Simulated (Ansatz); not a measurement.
Ideal-gas functions of `F[Si](F)(F)[Si](F)(F)F` at 800 K and 1 bar, from an Ansatz frequency run at PBE0-D4/def2-TZVP.

Molar mass 170.16 g/mol, point group D3d (symmetry number 6), electronic degeneracy 1, moments of inertia 247.438, 536.958, 536.969 u Å². Harmonic wavenumbers (cm⁻¹, unscaled): 23, 96, 96, 193, 193, 213, 301, 301, 333, 333, 397, 537, 823, 914, 983, 983, 995, 995.

Use S(trans) = R[1.5 ln M + 2.5 ln T − 1.1517]; rotational temperatures θ = 24.2544 K / I; S(rot) = R[ln(√π/σ · √(T³/θAθBθC)) + 1.5]; for each mode x = 1.438777 ν̃/T, S = R[x/(eˣ − 1) − ln(1 − e⁻ˣ)] and H = RT x/(eˣ − 1); 1 cm⁻¹ = 0.0119627 kJ/mol; R = 8.31446 J/(mol·K).

By hand: the entropy, in J/(mol·K).

Translation 193.4. Rotation: θ = 0.098, 0.0452, 0.0452 K, giving 121.1. Vibration, mode by mode: 34.80, 22.93, 22.93, 17.15, 17.15, 16.34, 13.52, 13.52, 12.70, 12.70, 11.29, 8.92, 5.77, 5.06, 4.58, 4.58, 4.50, 4.50, in all 233.0. Electronic 0.0. Sum 547.5 J/(mol·K).

By hand: H − E and G − E in kJ/mol, counted from the electronic energy.

Zero-point energy ½ × 8709 × 0.0119627 = 52.1; thermal vibration 78.7; translation, rotation and pV give 4 RT = 26.6. H − E = 157.4 kJ/mol, and G − E = 157.4 − 800 × 547.5/1000 = -280.6 kJ/mol.

Vibration gives 43 % of the entropy, 80.7 J/(mol·K) of it from the modes under 150 cm⁻¹: soft modes count most, and the harmonic formula is weakest for them. The sum counts one conformer and one mirror image; others add a mixing term.
